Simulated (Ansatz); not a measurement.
Wavefunction ladder for C2H4FOSb (`C=C[O][SbH][F]`)

| atom | x (Å) | y (Å) | z (Å) |
| --- | --- | --- | --- |
| C1 | 1.008 | 1.483 | 0.448 |
| C2 | 0.372 | 0.344 | 0.221 |
| O3 | -0.041 | -0.023 | -1.018 |
| Sb4 | -1.062 | -1.644 | -1.380 |
| F5 | -2.600 | -1.193 | -0.335 |
| H6 | 1.216 | 2.183 | -0.352 |
| H7 | 1.326 | 1.726 | 1.452 |
| H8 | 0.151 | -0.358 | 1.025 |
| H9 | -0.369 | -2.519 | -0.061 |

Charge 0, multiplicity 1. Correlated methods include outer-core shells of Sb, which these sets cover unevenly. Sb: def2 effective core potential. All single points use the PBE0-D4/def2-TZVP geometry. It is one conformer, not always the lowest. Frozen core, restricted reference, Ansatz.

```
     basis     HF (Eh)  MP2 corr.
  def2-SVP  -491.40381   -0.75118
def2-TZVPP  -491.73665   -1.15436
def2-QZVPP  -491.75318   -1.45901
```

(1) Estimate the CCSD correlation energy and the (T) correction in each basis where they were run (hartree).

## Answers

(1) 
| basis | CCSD corr. | (T) |
| --- | --- | --- |
| def2-SVP | -0.78782 | -0.02273 |
| def2-TZVPP | -1.16461 | -0.04334 |
